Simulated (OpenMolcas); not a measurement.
## Re4+ in a point-charge field

Re4+ among 5 point charges of -1.5 e arranged as a square pyramid (C4v), 1.88 Å from the ion, with the axial distance 2.012 Å.
```
   1.8800    0.0000    0.0000  -1.50
   0.0000    1.8800    0.0000  -1.50
  -1.8800    0.0000    0.0000  -1.50
   0.0000   -1.8800    0.0000  -1.50
   0.0000    0.0000    2.0116  -1.50
```

```yaml
Program: OpenMolcas 26.06
Method: CASSCF
Basis: ANO-RCC-VDZP [7s6p4d2f1g]
Scalar_Hamiltonian: DKH2, point nucleus
Active_space: 3 electrons in 5 orbitals (5d)
State_averaging: 2S+1 = 4 even, 10 roots; 2S+1 = 2 even, 40 roots
Spin-orbit_coupling: state interaction with AMFI integrals over the reference wave functions
```

The lowest spin-free states, above the lowest:

```json
{"State": "2S+1 = 4", "Degeneracy": "1", "E (cm-1)": "0.0", "Free-ion L (%)": "P (60)"}
{"State": "2S+1 = 4", "Degeneracy": "2", "E (cm-1)": "2324", "Free-ion L (%)": "F (92)"}
{"State": "2S+1 = 4", "Degeneracy": "1", "E (cm-1)": "2608", "Free-ion L (%)": "F (100)"}
{"State": "2S+1 = 2", "Degeneracy": "2", "E (cm-1)": "12326", "Free-ion L (%)": "H (34)"}
{"State": "2S+1 = 2", "Degeneracy": "1", "E (cm-1)": "12926", "Free-ion L (%)": "H (82)"}
{"State": "2S+1 = 2", "Degeneracy": "1", "E (cm-1)": "13759", "Free-ion L (%)": "H (40)"}
{"State": "2S+1 = 2", "Degeneracy": "1", "E (cm-1)": "14317", "Free-ion L (%)": "D (40)"}
{"State": "2S+1 = 2", "Degeneracy": "2", "E (cm-1)": "14479", "Free-ion L (%)": "H (39)"}
{"State": "2S+1 = 4", "Degeneracy": "2", "E (cm-1)": "14824", "Free-ion L (%)": "F (92)"}
{"State": "2S+1 = 4", "Degeneracy": "1", "E (cm-1)": "15380", "Free-ion L (%)": "F (100)"}
{"State": "2S+1 = 2", "Degeneracy": "1", "E (cm-1)": "15993", "Free-ion L (%)": "G (79)"}
{"State": "2S+1 = 2", "Degeneracy": "1", "E (cm-1)": "16385", "Free-ion L (%)": "H (52)"}
{"State": "2S+1 = 2", "Degeneracy": "2", "E (cm-1)": "17273", "Free-ion L (%)": "G (57)"}
{"State": "2S+1 = 2", "Degeneracy": "1", "E (cm-1)": "19183", "Free-ion L (%)": "G (46)"}
{"State": "2S+1 = 2", "Degeneracy": "1", "E (cm-1)": "19300", "Free-ion L (%)": "G (69)"}
{"State": "2S+1 = 2", "Degeneracy": "1", "E (cm-1)": "19961", "Free-ion L (%)": "D (53)"}
{"State": "2S+1 = 2", "Degeneracy": "2", "E (cm-1)": "21916", "Free-ion L (%)": "G (34)"}
{"State": "2S+1 = 4", "Degeneracy": "1", "E (cm-1)": "26321", "Free-ion L (%)": "F (60)"}
{"State": "2S+1 = 2", "Degeneracy": "1", "E (cm-1)": "29139", "Free-ion L (%)": "H (53)"}
{"State": "2S+1 = 2", "Degeneracy": "1", "E (cm-1)": "29759", "Free-ion L (%)": "D (61)"}
```

The lowest levels with spin-orbit coupling:

| E (cm-1) | Degeneracy | 2S+1 | g |
| --- | --- | --- | --- |
| 0.0 | 2 | 4 (83 %) | 0.86 0.86 0.86 |
| 2224 | 2 | 4 | 0.21 0.48 0.48 |
| 3693 | 2 | 4 | 0.06 0.06 2.92 |
| 5927 | 2 | 4 | 1.17 2.33 2.33 |
| 5995 | 2 | 4 | 0.88 2.16 2.16 |
| 9026 | 2 | 4 (85 %) | 2.42 2.42 4.39 |
| 9554 | 2 | 4 (83 %) | 1.24 4.96 4.96 |
| 9918 | 2 | 4 (83 %) | 2.94 2.94 3.02 |
| 14947 | 2 | 2 (56 %) | 0.71 2.64 2.64 |
| 15113 | 2 | 2 (80 %) | 0.58 2.82 2.82 |
| 15513 | 2 | 2 (57 %) | 0.64 0.64 1.33 |
| 16545 | 2 | 2 (81 %) | 1.14 1.16 1.16 |
| 17304 | 2 | 2 (82 %) | 0.42 3.08 3.08 |
| 18735 | 2 | 2 (53 %) | 0.32 0.32 1.99 |
| 19032 | 2 | 4 (64 %) | 0.90 0.90 2.41 |
| 20894 | 2 | 2 (78 %) | 0.82 3.64 3.64 |
| 21147 | 2 | 4 (69 %) | 0.05 1.87 1.87 |
| 21538 | 2 | 4 (50 %) | 0.13 0.13 1.95 |
| 22664 | 2 | 2 (52 %) | 0.85 2.95 2.95 |
| 22963 | 2 | 2 | 0.25 2.75 2.75 |

Powder χT (cm3 K/mol): 0.0695 at 2 K, 0.0707 at 10 K, 0.0768 at 50 K, 0.0844 at 100 K, 0.0997 at 200 K, 0.115 at 300 K. The effective moment at 300 K is 2.828 √(χT) = 0.96 μB.

Spin-orbit coupling mixes the spin-free states strongly: the lowest level takes only 47 % from its leading state, 2S+1 = 4, which lies 2324 cm-1 above the lowest spin-free state. Without dynamic correlation the repulsion within the d shell is too large (B by tens of per cent), so at a given field states of lower spin stand too high. Point charges carry no covalency, so the field is a model and not that of real ligands. An unlabelled pair can be two single states that coincide in this model. No measured value stands beside these numbers.

A state without a sure symmetry label is named by its multiplicity alone.
